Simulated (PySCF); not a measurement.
**Highest orbital energy against ionisation energy along the 4p block**

Calculated with PySCF 2.14, no spin-orbit coupling. Each cell gives −ε(HOMO) / ΔSCF in eV; NIST values include spin-orbit coupling, (s) semi-empirical, (t) theoretical.

```json
{"species": "Ga²⁺ (x2c-TZVPPall, spin-free X2C)", "UHF": "29.739 / 29.626", "LDA": "27.001 / 31.869", "PBE": "26.668 / 31.547", "PBE0": "27.582 / 31.161", "r2SCAN": "27.052 / 31.287", "NIST (lowest levels)": "30.726"}
{"species": "Ge²⁺ (x2c-TZVPPall, spin-free X2C)", "UHF": "32.434 / 32.176", "LDA": "29.598 / 34.793", "PBE": "29.222 / 34.388", "PBE0": "30.251 / 34.021", "r2SCAN": "29.514 / 34.017", "NIST (lowest levels)": "34.058"}
{"species": "As²⁺ (x2c-TZVPPall, spin-free X2C)", "UHF": "27.725 / 27.391", "LDA": "23.166 / 28.173", "PBE": "23.163 / 28.019", "PBE0": "24.477 / 28.042", "r2SCAN": "23.596 / 28.228", "NIST (lowest levels)": "28.349 ± 0.012"}
{"species": "Se²⁺ (x2c-TZVPPall, spin-free X2C)", "UHF": "31.449 / 30.992", "LDA": "26.319 / 31.755", "PBE": "26.286 / 31.569", "PBE0": "27.771 / 31.629", "r2SCAN": "26.800 / 31.825", "NIST (lowest levels)": "31.697 ± 0.019"}
{"species": "Br²⁺ (x2c-TZVPPall, spin-free X2C)", "UHF": "35.217 / 34.651", "LDA": "29.478 / 35.315", "PBE": "29.445 / 35.129", "PBE0": "31.104 / 35.240", "r2SCAN": "30.051 / 35.459", "NIST (lowest levels)": "34.871 ± 0.019"}
{"species": "Kr²⁺ (x2c-TZVPPall, spin-free X2C)", "UHF": "35.158 / 34.347", "LDA": "29.991 / 35.841", "PBE": "29.876 / 35.536", "PBE0": "31.483 / 35.556", "r2SCAN": "30.323 / 35.645", "NIST (lowest levels)": "35.838 ± 0.02"}
```

**Question.** How far is −ε(HOMO) from ΔSCF on average for each method, and why?

**Answer.** UHF 0.42 eV; LDA -5.37 eV; PBE -5.25 eV; PBE0 -3.83 eV; r2SCAN -4.85 eV. Hartree-Fock orbital energies lack relaxation and so exceed the ΔSCF value; semilocal functionals have convex E(N) from self-interaction, so their HOMO lies far too high; exact exchange moves hybrids part of the way back.
